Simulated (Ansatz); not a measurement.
```yaml
crystal:
  periodic: [false, false, false]
  atoms:
    - {symbol: B, position_ang: [0.604909, 1.191530, 0.969154]}
    - {symbol: N, position_ang: [0.213284, 0.025655, 0.267692]}
    - {symbol: Si, position_ang: [-0.204713, -1.422559, 1.174720]}
    - {symbol: Si, position_ang: [0.141157, 0.031544, -1.470225]}
    - {symbol: Cl, position_ang: [-1.796545, 0.268517, -2.101959]}
    - {symbol: H, position_ang: [0.878206, 2.187855, 0.363490]}
    - {symbol: H, position_ang: [0.661101, 1.164536, 2.166618]}
    - {symbol: H, position_ang: [-0.955252, -2.329647, 0.261500]}
    - {symbol: H, position_ang: [-1.020135, -1.051758, 2.361610]}
    - {symbol: H, position_ang: [0.940600, 1.156103, -1.992590]}
    - {symbol: H, position_ang: [0.602888, -1.278777, -1.979413]}
basis:
  gaussian: {orbitals: "6-31++G**"}
magnetization: {spin_polarized: false, initial_magnetization: 1}
hamiltonian: {xc: {name: B3LYP5}}
```

```sh
$ ansatz run in.yaml --threads 2 --pin off --events-out ev --progress --plain --max-ram 32768MiB --backend cpu
```

It prints (some lines left out):

```
Functional definition: B3LYP5
1251 factors; integrals over basis functions are off by at most 1.3e-3 eV
mean field evaluation 1: about -30527.9667 eV, gradient 6.5e1 eV
mean field evaluation 2: about -30528.1288 eV, gradient 6.5e1 eV
mean field evaluation 4: about -30536.7742 eV, gradient 1.7e1 eV
mean field evaluation 8: about -30537.5941 eV, gradient 2.9e-1 eV
mean field evaluation 16: about -30537.6031 eV, gradient 1.0e-4 eV
mean field -30537.60310898 eV, -1122.2362151241 hartree, gradient 2.1e-5 eV, S^2 0.750000; 0 other end points of the search recorded, 0 dependent functions left out
reference -30537.60348028 eV, -1122.2362287692 hartree; 32, 31 occupied and 111, 112 virtual orbitals, 1251 factors
Total energy: -30537.60348028 eV, -1122.2362287692 hartree
```

Run time 7.5 s (2 threads of an AMD EPYC 7R13 on a shared host); peak host memory 0.52 GiB.
